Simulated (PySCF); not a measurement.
[Gd(H2O)2]3+ at several levels of theory

Computed with PySCF 2.14.0 (density fitting, no spin-orbit coupling) at the geometry relaxed with TPSS:

```xyz
7
[Gd(H2O)2]3+ (singlet in the valence; each metal's 4f electrons, 7 of them, lie in its core potential, out of spins and levels)
Gd    1.0321    0.1968   -0.0078
O    -0.1665    0.0290    1.8865
H     0.1592    0.1409    2.8297
H    -1.1393   -0.1789    2.0133
O    -0.1663   -0.1048   -1.8855
H     0.1766   -0.3571   -2.7950
H    -1.1527   -0.0095   -2.0412
```

| level | basis | state | HOMO (eV) | gap (eV) | charge on Gd1 (e) | population of f-type functions on Gd1 (polarisation alone where 4f lies in the core) | dipole about the centre of mass (D) | largest force component (eV/Å) |
| --- | --- | --- | --- | --- | --- | --- | --- | --- |
| TPSS | Gd lcecp-1-SVP with ECP53, O def2-SVP, H def2-SVP | singlet | -24.71 | 5.41 | 2.18 | 0.03 | 3.16 | 0.01 |
| B3LYP | the same | singlet | -26.10 | 7.20 | 2.21 | 0.03 | 3.02 | 0.27 |
| TPSS | Gd lcecp-1-TZVP with ECP53, O def2-TZVP, H def2-TZVP | singlet | -24.72 | 5.47 | 2.36 | 0.04 | 3.15 | 0.29 |
| PBE0 | Gd def2-SVP with ECP28, O def2-SVP, H def2-SVP | octet | -26.45 | 6.71 | 2.28 | 7.04 | 3.19 | 0.66 |

In the lcecp rows the 4f levels are missing from HOMO and gap, and the state counts the valence alone.

HOMO and gap are taken over both spins. Charges are Mulliken's, which hang on the basis. The relaxation used the grid (50, 194), these runs (75, 302) or, all-electron (x2c bases, spin-free X2C Hamiltonian), (99, 590).

A further run in the first row's basis gives HOMO (eV) -25.40, gap (eV) 6.47, charge on Gd1 (e) 2.22, population of f-type functions on Gd1 (polarisation alone where 4f lies in the core) 0.03, dipole about the centre of mass (D) 3.04, largest force component (eV/Å) 0.19. Which level was it?
A. PBE0
B. TPSSh
C. BLYP

B. The others give HOMO -24.54 eV (BLYP); -26.41 eV (PBE0).

In the first row's basis the gap widens with exact exchange: 5.0 to 5.4 eV for BLYP, TPSS (none); 6.5 to 7.8 eV for TPSSh, B3LYP, PBE0 (a fixed share).

No frequency check is given that shows the relaxed geometry to be a minimum. An lcecp potential fixes the number of 4f electrons, so in runs with it no electron can move into or out of that shell.

Rows with open f shells in the valence may stand above their lowest state, and their gaps can end on f levels.
